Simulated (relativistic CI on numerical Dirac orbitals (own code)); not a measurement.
**Sensitivity of the levels of Ce XIX to α and to the nuclear radius**

Method of calculation: Dirac-Coulomb-Breit CI, orbitals from a KLI potential per configuration, derivatives by finite differences, unscaled Slater integrals, QED left out (own radial code, finite nucleus).

CI space (outside the closed core [Ar] 3d10 4s2): 4p⁶4d⁴, 4p⁵4d⁵, 4p⁶4d³4f, 4p⁶4d²5s², 4p⁶4d4f5s². Double excitations out of closed p, d and f shells are left out; levels of such configurations are missing from the list, as are those of other unlisted configurations, and high levels can miss mixing partners.

With x = (α/α₀)² − 1 an excitation energy changes as ω = ω₀ + qx; K = 2q/ω₀ is the relative enhancement. Terms are leading LS components, so labels can repeat. The field-shift factor is F = δν/δ⟨r²⟩ for the transition from the lowest level.

Lowest level 4p⁶4d⁴ ⁵D0.

```csv
Level,ω₀ (cm⁻¹),q (cm⁻¹),K,F (GHz/fm²)
4p⁶4d⁴ ⁵D1,15278.3,27410,3.59,0.334
4p⁶4d⁴ ⁵D2,27470.1,41820,3.05,0.524
4p⁶4d⁴ ⁵D3,36242.8,46900,2.59,0.608
4p⁶4d⁴ ⁵D4,40610.6,38960,1.92,0.543
4p⁶4d⁴ ³P0,58040.6,45690,1.57,0.675
4p⁶4d⁴ ³H4,60904.6,46090,1.51,0.688
4p⁶4d⁴ ³G3,71785.7,43300,1.21,0.699
4p⁶4d⁴ ³F2,74481.7,41040,1.1,0.686
4p⁶4d⁴ ³H5,75700.4,53030,1.4,0.812
4p⁶4d⁴ ³P1,78421.7,55850,1.42,0.852
4p⁶4d⁴ ³H6,81776.4,55210,1.35,0.856
4p⁶4d⁴ ³G4,90102.0,59190,1.31,0.927
4p⁶4d⁴ ³D2,93551.5,56320,1.2,0.91
```

At this charge energies of transitions that change n are usually good to better than 1 %, and those within a shell (Δn = 0) to a few per cent. Terms inside the open d or f shell come out 10 to 20 % too wide with unscaled integrals.
